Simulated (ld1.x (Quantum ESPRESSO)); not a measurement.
# What one change does to a pseudopotential (N, PAW)

| Property | Result |
| --- | --- |
| Element | nitrogen (N) |
| Generator | ld1.x (Quantum ESPRESSO) 7.5 |
| Type | PAW |
| Functional | revPBE |
| Relativity | scalar-relativistic |
| Frozen core | [He] |
| Valence charge | 5 |
| Reference configuration | 2s1 2p4 |
| Partial waves | 2s (bound): rcut 0.65, rcutus 0.70 bohr; 2s channel at 1.4 Ry: rcut 0.65, rcutus 0.70 bohr; 2p (bound): rcut 2.10, rcutus 2.35 bohr; 2p channel at 3.1 Ry: rcut 2.10, rcutus 2.35 bohr; 3d channel at 0.4 Ry: rcut 1.90, rcutus 2.45 bohr |
| Local potential | all-electron potential smoothed inside 1.70 bohr (lloc = -1) |
| Core correction | Bessel-smoothed model core, default radius (core density twice the valence density) |
| Augmentation charge | PSQ, radius 0.55 bohr |

All-electron outer shells of the reference configuration (revPBE, scalar-relativistic, ld1.x):

```tsv
shell	level (eV)	outermost node (bohr)	outermost maximum (bohr)
1s	-385.85	–	0.15
2s	-19.07	0.32	1.02
2p	-7.47	–	0.98
```

Change: local potential all-electron potential smoothed inside 0.96 bohr (lloc = -1).

Cutoffs: the cutoffs (Ry, on a coarse ladder) from which the occupation-weighted sum of valence levels, in a spherical-Bessel basis at the reference potential, stays within 10 and 1 mRy of its value at 400 Ry; they do not see the model core or the augmentation charge, which bear on the density cutoff. Errors are all-electron minus pseudo energies relative to the spin-unpolarised reference configuration.

Question: What does the change do?

Answer: The potential gets harder (60 Ry and 90 Ry → 80 Ry and 90 Ry); a bound ghost appears in s, which as a rule spoils a file; of the 7 tests that both files solve, the error grows in 3 and shrinks in 1 by more than 15 % and 0.3 meV (median size 0.6 → 0.9 meV). A state that the projectors do not describe sees the local part alone, so a deeper or shallower local part can create or remove a ghost.

```csv
quantity,base,changed
"cutoff, loose",60 Ry,80 Ry
"cutoff, tight",90 Ry,90 Ry
loose cutoff by channel (10 mRy a level),"s 60 Ry, p 12 Ry","s 80 Ry, p 12 Ry"
bound ghosts,none,s
"error for 2s2 2p3, meV [ΔE -11.59 eV]",-0.3,-0.1
"error for 2s2 2p2, meV [ΔE 1.94 eV]",+3.4,+3.6
"error for 2s2 2p1, meV [ΔE 30.73 eV]",+4.3,+3.1
"error for 2s1 2p0, meV [ΔE 155.54 eV]",-18,-31
"error for 2s2 2p3.3, meV [ΔE -13.20 eV]",+0.6,+0.8
"error for 2s2 2p2.5, meV [ΔE -6.53 eV]",+0.5,+0.8
"error for 2s0 2p5, meV [ΔE 11.61 eV]",-0.6,-0.9
s: phases at 2.65 bohr within 0.05 rad from the reference energy up to (Ry; the scan ends near 5),to the end of the scan,to the end of the scan
p: phases at 2.65 bohr within 0.05 rad from the reference energy up to (Ry; the scan ends near 5),to the end of the scan,to the end of the scan
d: phases at 2.65 bohr within 0.05 rad from the reference energy up to (Ry; the scan ends near 5),4.5,4.3
lowest overlap eigenvalue by channel,"s 0.70, p 0.79, d 1.00","s 0.70, p 0.78, d 1.00"
```

 A true bound ghost makes a file unfit for plane-wave use even where its test errors are small: the radial tests pick states by their node count and pass the ghost by.
